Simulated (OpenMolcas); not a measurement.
Ce3+ with its 6 nearest chloride ions at 2.717 Å, on the Y site of Cs2NaYCl6 (a = 10.7396 Å, distance in the model lattice 2.619 Å). The rest of the host is ab initio model potentials to 7.6 Å, with orthogonalisation functions on the cations behind the ligands, and point charges beyond; the distance is set by hand and nothing relaxes. Ligand basis ANO-RCC-VDZP.
```
Ce    0.0000    0.0000    0.0000
Cl    2.7170    0.0000    0.0000
Cl    0.0000    2.7170    0.0000
Cl   -2.7170    0.0000    0.0000
Cl    0.0000   -2.7170    0.0000
Cl    0.0000    0.0000    2.7170
Cl    0.0000    0.0000   -2.7170
```

```yaml
Program: OpenMolcas
Method: "SS-CASPT2, IPEA 0.25 Eh, imaginary shift 0.1 Eh (closed shells correlated: 5s 5p and the ligand valence shells)"
Basis: ANO-RCC-VDZP [7s6p4d2f1g]
Scalar_Hamiltonian: DKH2, point nucleus
Active_space: 1 electron in 7 orbitals (4f)
State_averaging: 2S+1 = 2 odd, 7 roots
Spin-orbit_coupling: RASSI with atomic mean-field integrals over the reference wave functions
```

What is the spin-free ground state (labels of O, the rotations of Oh)?

2A2, 1-fold in its orbital part, 100 % from free-ion F terms; it has the highest spin that f1 allows.

Where is the first state of the same spin?

2T2 at 129 cm-1 above the ground state.

What are the lowest two levels with spin-orbit coupling?

A 2-fold level Γ7 with g = 1.38, 1.38, 1.38, then a 4-fold level Γ8 520 cm-1 above it. Their leading multiplicities are 2 (100 %) and 2 (100 %).

What is χT at 300 K, and how does it compare with the textbook value?

Hund's rules give f1 the level 2F5/2 with g = 0.857, so an isolated free-ion multiplet has χT = g² J(J+1) / 8 = 0.804 cm3 K/mol. The computed 0.589 at 300 K differs by -27 %, through the field's splitting, the mixing of terms and any other multiplet in reach.

Roots that are degenerate in the reference are averaged as groups; the widest CASPT2 spread within a group is 110 cm-1 (the 3-fold group of multiplicity 2 near 969 cm-1 above the lowest state of its run). Shifts and gaps below about the spread of the groups concerned are not significant. Over all roots computed the reference weight is 0.68; a low but even weight reflects the number of correlated electrons. Splittings of an f shell from a small cluster at a set distance can be off by tens of per cent, mostly too small. No measured value stands beside these numbers; the geometry was set by hand and not optimised.
